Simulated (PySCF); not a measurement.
**Two-component Hartree-Fock for Tl⁺ (thallium, charge +1)**

Start: [Xe] 4f14 5d10 6s2. Calculated with PySCF 2.14 in x2c-SVPall-2c with one added diffuse shell each of s, p type (8s12p7d2f, 93 functions): generalised Hartree-Fock with the X2C-1e Hamiltonian and a Gaussian nucleus; one run each with spin-orbit coupling (SO) switched off, then screened by Boettger's factors.

```json
{"spinor shell": "1s1/2", "electrons": "2", "ε, spin-free (eV)": "-86021.1", "ε, screened SO (eV)": "-85984.9", "weight of nominal j (screened SO)": "1.000", "rms radius, screened SO (bohr)": "0.0184"}
{"spinor shell": "2s1/2", "electrons": "2", "ε, spin-free (eV)": "-15481.9", "ε, screened SO (eV)": "-15470.3", "weight of nominal j (screened SO)": "1.000", "rms radius, screened SO (bohr)": "0.0743"}
{"spinor shell": "2p1/2", "electrons": "2", "ε, spin-free (eV)": "-13335.0", "ε, screened SO (eV)": "-14827.5", "weight of nominal j (screened SO)": "1.000", "rms radius, screened SO (bohr)": "0.0628"}
{"spinor shell": "2p3/2", "electrons": "4", "ε, spin-free (eV)": "-13335.0", "ε, screened SO (eV)": "-12755.9", "weight of nominal j (screened SO)": "1.000", "rms radius, screened SO (bohr)": "0.0710"}
{"spinor shell": "3s1/2", "electrons": "2", "ε, spin-free (eV)": "-3775.5", "ε, screened SO (eV)": "-3771.6", "weight of nominal j (screened SO)": "1.000", "rms radius, screened SO (bohr)": "0.189"}
{"spinor shell": "3p1/2", "electrons": "2", "ε, spin-free (eV)": "-3148.0", "ε, screened SO (eV)": "-3482.5", "weight of nominal j (screened SO)": "1.000", "rms radius, screened SO (bohr)": "0.181"}
{"spinor shell": "3p3/2", "electrons": "4", "ε, spin-free (eV)": "-3148.0", "ε, screened SO (eV)": "-3015.1", "weight of nominal j (screened SO)": "1.000", "rms radius, screened SO (bohr)": "0.197"}
{"spinor shell": "3d3/2", "electrons": "4", "ε, spin-free (eV)": "-2485.5", "ε, screened SO (eV)": "-2542.7", "weight of nominal j (screened SO)": "1.000", "rms radius, screened SO (bohr)": "0.174"}
{"spinor shell": "3d5/2", "electrons": "6", "ε, spin-free (eV)": "-2485.5", "ε, screened SO (eV)": "-2443.9", "weight of nominal j (screened SO)": "1.000", "rms radius, screened SO (bohr)": "0.178"}
{"spinor shell": "4s1/2", "electrons": "2", "ε, spin-free (eV)": "-888.40", "ε, screened SO (eV)": "-887.18", "weight of nominal j (screened SO)": "1.000", "rms radius, screened SO (bohr)": "0.416"}
{"spinor shell": "4p1/2", "electrons": "2", "ε, spin-free (eV)": "-678.99", "ε, screened SO (eV)": "-761.22", "weight of nominal j (screened SO)": "1.000", "rms radius, screened SO (bohr)": "0.420"}
{"spinor shell": "4p3/2", "electrons": "4", "ε, spin-free (eV)": "-678.99", "ε, screened SO (eV)": "-646.06", "weight of nominal j (screened SO)": "1.000", "rms radius, screened SO (bohr)": "0.454"}
{"spinor shell": "4d3/2", "electrons": "4", "ε, spin-free (eV)": "-427.62", "ε, screened SO (eV)": "-439.81", "weight of nominal j (screened SO)": "1.000", "rms radius, screened SO (bohr)": "0.468"}
{"spinor shell": "4d5/2", "electrons": "6", "ε, spin-free (eV)": "-427.62", "ε, screened SO (eV)": "-418.38", "weight of nominal j (screened SO)": "1.000", "rms radius, screened SO (bohr)": "0.474"}
{"spinor shell": "5s1/2", "electrons": "2", "ε, spin-free (eV)": "-160.65", "ε, screened SO (eV)": "-160.49", "weight of nominal j (screened SO)": "1.000", "rms radius, screened SO (bohr)": "0.941"}
{"spinor shell": "4f5/2", "electrons": "6", "ε, spin-free (eV)": "-147.89", "ε, screened SO (eV)": "-149.85", "weight of nominal j (screened SO)": "1.000", "rms radius, screened SO (bohr)": "0.512"}
{"spinor shell": "4f7/2", "electrons": "8", "ε, spin-free (eV)": "-147.89", "ε, screened SO (eV)": "-145.42", "weight of nominal j (screened SO)": "1.000", "rms radius, screened SO (bohr)": "0.514"}
{"spinor shell": "5p1/2", "electrons": "2", "ε, spin-free (eV)": "-100.94", "ε, screened SO (eV)": "-115.96", "weight of nominal j (screened SO)": "1.000", "rms radius, screened SO (bohr)": "1.01"}
{"spinor shell": "5p3/2", "electrons": "4", "ε, spin-free (eV)": "-100.94", "ε, screened SO (eV)": "-95.092", "weight of nominal j (screened SO)": "1.000", "rms radius, screened SO (bohr)": "1.11"}
{"spinor shell": "5d3/2", "electrons": "4", "ε, spin-free (eV)": "-30.313", "ε, screened SO (eV)": "-31.580", "weight of nominal j (screened SO)": "1.000", "rms radius, screened SO (bohr)": "1.45"}
{"spinor shell": "5d5/2", "electrons": "6", "ε, spin-free (eV)": "-30.313", "ε, screened SO (eV)": "-29.399", "weight of nominal j (screened SO)": "1.000", "rms radius, screened SO (bohr)": "1.49"}
{"spinor shell": "6s1/2", "electrons": "2", "ε, spin-free (eV)": "-18.754", "ε, screened SO (eV)": "-18.785", "weight of nominal j (screened SO)": "1.000", "rms radius, screened SO (bohr)": "2.63"}
```

```tsv
quantity	spin-free	screened SO
E (hartree)	-20228.94024	-20263.62739
M_J	0	0
⟨J²⟩	0.000	0.000
⟨L²⟩	0.000	0.184
⟨S²⟩	0.000	0.184
```

Breit and QED terms are absent; they matter most for the inner s and p1/2 levels.

Densities and radii are taken from the X2C orbitals without a picture-change correction, which distorts them close to the nucleus.

Without spin-orbit coupling the j labels of p, d and f shells carry no meaning; the spin-free column gives the mean over the occupied spinors of each nl shell.
